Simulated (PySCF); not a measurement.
# Ionisation energy of S⁺ by level of theory

S⁺ [Ne] 3s2 3p3 (4S) → S²⁺ [Ne] 3s2 3p2 (3P), as a difference of total energies. Calculation: PySCF 2.14, in 6-31G* (4s3p1d, 18 functions); the non-relativistic Hamiltonian (point nucleus). Correlated levels: valence: [Ne] frozen. The calculations carry no spin-orbit coupling.

```csv
method,ionisation energy (eV)
UHF,22.748
M06-2X,23.226
BP86,23.377
MP2 (valence),23.072
SCS-MP2 (valence),22.937
CCSD (valence),22.976
CCSD(T) (valence),22.977
```

**Question.** How much does correlation contribute at CCSD(T) (valence)?

**Answer.** 22.977 − (22.748) = 0.229 eV, measured against UHF.

The reference lies between the lowest fine-structure levels, while these numbers refer to the centres of the terms.

Errors of the correlated levels include the incompleteness of this basis and the frozen core.

For comparison: 23.338 eV (measured; NIST Atomic Spectra Database, ionization energies).
